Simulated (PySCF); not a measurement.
C₂H₈FNSi, SMILES F[SiH2][C@@H](C)N.

Geometry: TPSSh-D3(BJ)/def2-SVP. The structure was generated by enumeration; whether it is a known compound was not checked. One conformer was computed; it need not be the lowest.

These are TDDFT-PBE/def2-SVPD (PySCF) values and carry that method's errors.

Vertical excitations. Isolated molecule, no solvent.

Computed excitation energies, oscillator strengths and character:
| state | energy (eV) | λ (nm) | f | main pairs |
|---|---|---|---|---|
| S1 | 5.05 | 245 | 0.006 | HOMO→LUMO 100 % |
| S2 | 5.58 | 222 | 0.017 | HOMO→LUMO+1 100 % |
| S3 | 6.36 | 195 | 0.010 | HOMO→LUMO+2 94 % |
| S4 | 6.44 | 193 | 0.015 | HOMO→LUMO+3 94 % |
| S5 | 6.85 | 181 | 0.002 | HOMO−1→LUMO 96 % |
| S6 | 6.96 | 178 | 0.002 | HOMO→LUMO+4 91 % |
| S7 | 7.10 | 175 | 0.036 | HOMO→LUMO+5 96 % |
| S8 | 7.18 | 173 | 0.040 | HOMO→LUMO+6 97 % |
| S9 | 7.33 | 169 | 0.012 | HOMO−1→LUMO+1 97 % |
| S10 | 7.46 | 166 | 0.002 | HOMO−2→LUMO 99 % |
| T1 | 4.93 | 251 | 0 | HOMO→LUMO 99 % |
| T2 | 5.35 | 232 | 0 | HOMO→LUMO+1 99 % |
| T3 | 6.17 | 201 | 0 | HOMO→LUMO+2 99 % |
| T4 | 6.32 | 196 | 0 | HOMO→LUMO+3 99 % |
Triplets are in the Tamm–Dancoff approximation, which puts them higher than full response would, so one can lie above its singlet here.
